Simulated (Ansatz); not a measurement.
Reaction (ligand exchange at a Mg–Br bond): `[Cl][Mg][Br]` + `O[SiH3]` → `[SiH3][O][Mg][Cl]` + HBr

Calculated with Ansatz (gas phase, PBE0-D4/def2-TZVP geometries, no zero-point term in ΔE). CBS: MP2 limit from def2 TZ/QZ plus the TZ coupled-cluster correction, frozen cores. Functionals use def2-TZVPP. For Br, Mg outer-core shells are correlated without core-valence functions, which leaves a few kJ/mol of doubt a bond. Scalar relativity is left out up to krypton. Each species was taken in one conformer, which may not be the lowest.

`[Cl][Mg][Br]`:

Cartesian coordinates in Å:
```
Cl -0.141 2.172 0.432
Mg -0.004 0.049 0.007
Br 0.145 -2.221 -0.439
```

`O[SiH3]`:

Cartesian coordinates in Å:
```
O -0.823 0.975 0.118
Si 0.112 -0.378 0.025
H -0.435 1.807 -0.153
H 0.558 -0.644 -1.371
H -0.738 -1.493 0.502
H 1.327 -0.267 0.879
```

`[SiH3][O][Mg][Cl]`:

```xyz
7

Si   -0.320   -1.051    0.657
O     0.084    0.275   -0.171
Mg    0.528    1.737   -1.085
Cl    1.070    3.520   -2.199
H    -1.597   -0.853    1.402
H    -0.501   -2.220   -0.253
H     0.735   -1.407    1.649
```

HBr:

Cartesian coordinates in Å:
```
Br 0.223 -0.551 0.388
H -0.223 0.551 -0.388
```

Question: Is it downhill or uphill in electronic energy at CCSD(T)/CBS, and by how much? (Best estimate.)

Answer: Ansatz gave: Uphill: ΔE = +48.4 kJ/mol.

Question: What do these levels give: r2SCAN0-D4, ωB97X-V, CAM-B3LYP, CCSD(T)/def2-SVP, SCS-MP2/def2-QZVPP, HF/CBS(def2)? (Best estimate.)

Answer: Ansatz gave: r2SCAN0-D4 60.2, ωB97X-V 55.6, CAM-B3LYP 51.3, CCSD(T)/def2-SVP 36.4, SCS-MP2/def2-QZVPP 46.0, HF/CBS(def2) 64.5 kJ/mol.

Question: What do rigid-rotor, harmonic-oscillator terms from PBE0-D4/def2-TZVP frequencies (298.15 K, 1 bar) make of the CCSD(T)/CBS value? (Estimate.)

Answer: Computed: ΔZPE = -11.0 kJ/mol, ΔH = +39.3 kJ/mol, ΔS = -8 J/(mol·K), ΔG = +41.8 kJ/mol.

Largest T1 diagnostic among the species: 0.011.

At CCSD(T), def2-SVP lies −12.1 kJ/mol from the extrapolated value and def2-TZVPP +0.1 kJ/mol. From PBE to PBE0 (25 % exact exchange), in def2-TZVPP and without D4, ΔE moves by +4.9 kJ/mol. In def2-TZVPP, CCSD(T) changes the Hartree–Fock value by −19.8 kJ/mol (the triples alone add −1.1 kJ/mol) and MP2 by −18.9 kJ/mol.
